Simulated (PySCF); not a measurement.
**A thermochemical cycle for RuF**

PBE0 in PySCF with def2-TZVPPD on every atom (core potentials on Ru), for the lowest determinant that a PBE0 search found; no spin–orbit coupling. RuF, a quartet (σ ↑, π ↑, δ ↑), has De = 4.00 eV to neutral atoms, and RuF⁺, a quintet (σ ↑, π ↑↑, δ ↑), has De = 3.54 eV to Ru⁺ (4d7) + F.

At the same level the Ru atom ionises at 7.51 eV.

What is the adiabatic ionisation energy of the molecule, and does ionisation strengthen or weaken the bond?

IE = IE(Ru) + De(neutral) − De(ion) = 7.51 + 4.00 − 3.54 = 7.97 eV. De changes by -0.46 eV, so ionisation weakens the bond.

The metal atom is held in its measured ground configuration; semilocal functionals can put another filling of s and d lower by some tenths of an eV, and De to that atom would be smaller. These are scalar-relativistic numbers at best; spin–orbit coupling would shift them, the dissociation energy most. For an ion De counts to the pair picked by the measured ionisation energies or electron affinities, which need not be the lowest pair at this level. With d or f electrons several states lie close, and the lowest PBE0 determinant need not be the measured ground state.
